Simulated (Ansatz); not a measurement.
C6H16Cl2GeN2 (`CC[N](C)[Ge]([Cl])([Cl])[N](C)CC`), 27 atoms. Charge 0, multiplicity 1. Correlated methods include outer-core shells of Ge, which these sets cover unevenly. Scalar relativity is left out up to krypton. Hardware: A = 11 threads of an AMD EPYC 7R13 on a shared host; B = 11 threads of an AMD EPYC 7R13 on a shared host and a whole NVIDIA H100 80 GB. Correlated methods freeze the cores.

Task: How many basis functions does each run have, and how long does it take in Ansatz? RKS PBE0-D4/def2-SVP energy [A]; RKS ωB97M-V/def2-QZVPP energy [B]; RKS ωB97M-V/def2-TZVPP energy and forces [B]; RKS ωB97M-V/def2-SVP energy [A]; direct RPA on PBE orbitals/def2-TZVPP energy [B]; RHF-CCSD(T)/def2-TZVPP energy [B]; RKS r2SCAN-D4/def2-TZVPP energy and forces [B]; RHF-MP2/def2-QZVPP energy [B]; RKS PBE-QIDH (frozen core)/def2-TZVPP energy [B]; RKS PBE0-D4/def2-QZVPP energy [B]; RHF-CCSD(T)/def2-SVP energy [B]; RKS PBE0-D4/def2-TZVPP energy [B]. (Best estimate.)

Result: Computed: Other jobs shared the machine, so times are rough.

| level | job | functions | wall time | peak host memory (GiB) |
| --- | --- | --- | --- | --- |
| RKS PBE0-D4/def2-SVP | energy [A] | 260 | 4.1 s | 1.7 |
| direct RPA on PBE orbitals/def2-TZVPP | energy [B] | 604 | 5.5 s | 3.7 |
| RKS PBE0-D4/def2-QZVPP | energy [B] | 1165 | 7 s | 1.9 |
| RKS PBE0-D4/def2-TZVPP | energy [B] | 604 | 7.5 s | 1.2 |
| RKS ωB97M-V/def2-QZVPP | energy [B] | 1165 | 9 s | 2 |
| RKS r2SCAN-D4/def2-TZVPP | energy and forces [B] | 604 | 9 s | 1.2 |
| RHF-CCSD(T)/def2-SVP | energy [B] | 260 | 10 s | 1.7 |
| RKS ωB97M-V/def2-SVP | energy [A] | 260 | 10 s | 2.4 |
| RKS ωB97M-V/def2-TZVPP | energy and forces [B] | 604 | 15 s | 1.7 |
| RKS PBE-QIDH (frozen core)/def2-TZVPP | energy [B] | 604 | 21 s | 3.8 |
| RHF-MP2/def2-QZVPP | energy [B] | 1165 | 22 s | 2 |
| RHF-CCSD(T)/def2-TZVPP | energy [B] | 604 | 110 s | 3.5 |
